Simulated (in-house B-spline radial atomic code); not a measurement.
Configurations of Ho IV (Ho3+), with energies counted from [Xe] 4f10. All numbers are computed (Dirac-Hartree-Fock, average of configuration; Fermi nucleus of rms radius 5.2022 fm) with an all-electron radial atomic-structure program (B-spline basis), not measured. Energies include first-order Breit, QED and recoil terms.

Occupations are held fixed; configurations that lie above the ionisation limit could autoionise.

```
             configuration  E - E(ref) (eV)  highest orbital  its <r> (bohr)
              [Xe] 4f9 6p1           18.391            6p3/2           3.588
[Kr] 4d10 4f10 5s2 5p5 6s1           32.294            6s1/2           3.025
              [Xe] 4f9 9s1           34.563            9s1/2           12.82
              [Xe] 4f9 9d1           36.311            9d5/2           16.94
              [Xe] 4f9 8g1           37.551            8g7/2           21.43
[Kr] 4d10 4f10 5s2 5p5 7d1           51.016            7d5/2           8.191
[Kr] 4d10 4f10 5s2 5p5 6g1            54.24            6g7/2           10.96
     [Kr] 4d9 4f11 5s2 5p6           167.23            4f7/2          0.7629
 [Kr] 4d9 4f10 5s2 5p6 6p1           186.21            6p3/2           3.583
 [Kr] 4d9 4f10 5s2 5p6 5g1            200.1            5g7/2           6.852
```

**Question.** Order these further configurations by energy, lowest first.
A. [Kr] 4d10 4f10 5s2 5p5 5g1
B. [Kr] 4d9 4f10 5s2 5p6 9g1
C. [Kr] 4d9 4f10 5s2 5p6 7g1
D. [Kr] 4d9 4f10 5s2 5p6 6g1
E. [Xe] 4f9 7s1

**Answer.** E (25.98 eV), A (51.58 eV), D (202.76 eV), C (204.36 eV), B (206.12 eV).

**Question.** How far above the reference does [Kr] 4d10 4f10 5s2 5p5 7g1 lie?

**Answer.** 55.847 eV; its least bound orbital is 7g7/2 with <r> = 15.82 bohr.

**Question.** How far above the reference does [Kr] 4d10 4f11 5s2 5p5 lie?

**Answer.** 24.151 eV; its least bound orbital is 4f7/2 with <r> = 0.7988 bohr.

**Question.** How far above the reference does [Kr] 4d10 4f10 5s2 5p5 9g1 lie?

**Answer.** 57.606 eV; its least bound orbital is 9g7/2 with <r> = 27.8 bohr.
